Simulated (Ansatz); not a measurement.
CH$_{6}$BGa, SMILES `[BH2][GaH][CH3]`, 9 atoms. Total charge 0; spin multiplicity 1. Correlated methods include outer-core shells of Ga, which these sets cover unevenly. Scalar relativity is left out up to krypton. Hardware: A = 2 threads of an AMD EPYC 7R13 on a shared host; B = 2 threads of an AMD EPYC 7R13 on a shared host and a share of an NVIDIA H100 80 GB. Correlated methods freeze the cores. Open-shell runs search over several starts.

Problem. Give the basis size and wall time and peak host memory of each of these runs in Ansatz. RKS ωB97M-V/def2-TZVPP energy and forces [A]; UKS ωB97X-V/def2-TZVPP energy of the cation [A]; UKS B2PLYP (frozen core)/def2-TZVPP energy of the cation [A]; UKS B3LYP-D4/def2-TZVPP energy of the cation [A]; RHF-CCSD(T)/def2-QZVPP energy [B]; RKS PBE0-D4/def2-QZVPP energy [B]; UHF-CCSD(T)/def2-TZVPP energy of the cation [B]; RHF-CCSD(T)/def2-SVP energy [A]; RHF-CCSD(T)/def2-TZVPP energy [B]; RKS ωB97M-V/def2-SVP energy [A]; RKS r2SCAN0-D4/def2-TZVPP energy [A]; UKS ωB97M-V/def2-TZVPP energy of the cation [A]. (An estimate is asked.)

Solution. The calculation gave: Other jobs shared the machine, so times are rough.

| level | job | functions | wall time | peak host memory (GiB) |
| --- | --- | --- | --- | --- |
| RKS r2SCAN0-D4/def2-TZVPP | energy [A] | 194 | 3.4 s | 0.42 |
| RHF-CCSD(T)/def2-SVP | energy [A] | 90 | 3.4 s | 0.38 |
| RHF-CCSD(T)/def2-TZVPP | energy [B] | 194 | 3.6 s | 0.79 |
| RKS ωB97M-V/def2-SVP | energy [A] | 90 | 3.7 s | 0.38 |
| RKS PBE0-D4/def2-QZVPP | energy [B] | 383 | 3.7 s | 0.9 |
| UHF-CCSD(T)/def2-TZVPP | energy of the cation [B] | 194 | 5 s | 0.81 |
| UKS B3LYP-D4/def2-TZVPP | energy of the cation [A] | 194 | 7.5 s | 0.54 |
| RKS ωB97M-V/def2-TZVPP | energy and forces [A] | 194 | 8.1 s | 0.56 |
| UKS B2PLYP (frozen core)/def2-TZVPP | energy of the cation [A] | 194 | 15 s | 0.68 |
| RHF-CCSD(T)/def2-QZVPP | energy [B] | 383 | 20 s | 0.89 |
| UKS ωB97X-V/def2-TZVPP | energy of the cation [A] | 194 | 29 s | 0.95 |
| UKS ωB97M-V/def2-TZVPP | energy of the cation [A] | 194 | 34 s | 1 |

B3LYP here is the variant with VWN-RPA as its local correlation; programs differ in this.
